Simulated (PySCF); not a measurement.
## InB: energy against distance

Set-up: PySCF, scalar-relativistic core potentials, basis sets In cc-pVDZ-PP with ECP28, B cc-pVDZ. Energies in eV from In + B in their ground configurations at the same level. All curves are PBE0. state 1: ³Π (triplet), unpaired electrons σ ↑, π ↑; state 2: ³Σ⁻ (triplet), unpaired electrons π ↑↑, a second solution, started from another occupation; state 3: Ms = 0 determinant of mixed spin (⟨S²⟩ near 1.0), unpaired electrons σ ↓, π ↑, a second solution, started from another occupation; state 4: Ms = 0 determinant of mixed spin (⟨S²⟩ near 1.0), unpaired electrons π ↑↓, a mixture of terms (⟨Lz²⟩ = 2.0), a second solution, started from another occupation.

| R (Å) | state 1 | state 2 | state 3 | state 4 |
| --- | --- | --- | --- | --- |
| 2.097 | -1.289 | -1.598 | -1.107 | -1.368 |
| 2.194 | -1.546 | -1.671 | -1.363 | -1.449 |
| 2.292 | -1.686 | -1.656 | -1.503 | -1.443 |
| 2.365 | -1.735 | -1.607 | -1.553 | -1.399 |
| 2.438 | -1.749 | -1.535 | -1.566 | -1.333 |
| 2.511 | -1.734 | -1.448 | -1.551 | -1.250 |
| 2.609 | -1.683 | -1.316 | -1.500 | -1.125 |
| 2.731 | -1.584 | -1.140 | -1.402 | -0.957 |
| 2.877 | -1.436 | -0.928 | -1.255 | -0.752 |
| 3.072 | -1.217 | -0.661 | -1.037 | -0.494 |

Problem. Put a parabola through the three lowest points of the state 1 curve and estimate Re, k and ωe (reduced mass 10.05 u; 1 eV/Å² = 0.16022 mdyn/Å; ωe = 1302.8·√(k/μ) cm⁻¹).

Solution. Through R = 2.365, 2.438, 2.511 Å the second-order coefficient is 2.72 eV/Å², so Re ≈ 2.437 Å, k ≈ 0.872 mdyn/Å and ωe ≈ 384 cm⁻¹. A polynomial fit of higher order to the unrounded PBE0 energies gives Re = 2.433 Å, k = 0.841 mdyn/Å, ωe = 377 cm⁻¹; anharmonicity and rounding make the difference.

The higher-order fit for each curve: state 1: Re = 2.433 Å, ωe = 377 cm⁻¹, De = 1.75 eV; state 2: Re = 2.222 Å, ωe = 465 cm⁻¹, minimum 1.67 eV below the ground-state fragments; state 3: Re = 2.433 Å, ωe = 376 cm⁻¹, minimum 1.57 eV below the ground-state fragments; state 4: Re = 2.233 Å, ωe = 457 cm⁻¹, minimum 1.46 eV below the ground-state fragments.

These are scalar-relativistic numbers at best; spin–orbit coupling would shift them, the dissociation energy most. The state is the lowest determinant that a PBE0 search found; another state may lie lower at other levels.
